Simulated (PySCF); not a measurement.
Molecule: SMILES CC(=O)c1ccco1, C6H6O2.

Bonds (- single, = double, # triple, : aromatic): C1-C2 1.506 Å, C2=O3 1.213 Å, C2-C4 1.470 Å, C4:C5 1.372 Å, C5:C6 1.421 Å, C6:C7 1.368 Å, C7:O8 1.340 Å, O8:C4 1.358 Å. C1 carries H9, H10, H11; C5 carries H12; C6 carries H13; C7 carries H14.

Geometry PBE0-D3(BJ)/def2-SVP throughout; GIAO in PySCF 2.14.0 with density-fitted response routines, gas phase, one conformer, non-relativistic; equivalent atoms averaged; functional PBE0.

For orientation, 6-311+G(2d,p) gives these shifts δ (against TMS, H2O at the same level): C2 187.3, C4 157.5, C7 146.2, O3 588.2, O8 293.0, H14 7.49, H12 7.44, H13 6.66, H9/H10/H11 2.41 ppm.

A run gave: C2 202.6, C4 167.0, C7 157.7, O3 718.7, O8 312.8, H14 7.43, H12 7.36, H13 6.62, H9/H10/H11 2.77 ppm (shifts δ (against TMS, H2O at the same level)).

Which basis set was used in that run?
A. def2-SVP
B. pcSseg-0
C. 6-31G*
D. def2-TZVP
E. STO-3G

## Answers

B. O3 tells them apart best: pcSseg-0 gives 718.7, def2-SVP gives 600.0, 6-31G* gives 559.1, STO-3G gives 614.4, def2-TZVP gives 601.0 ppm.
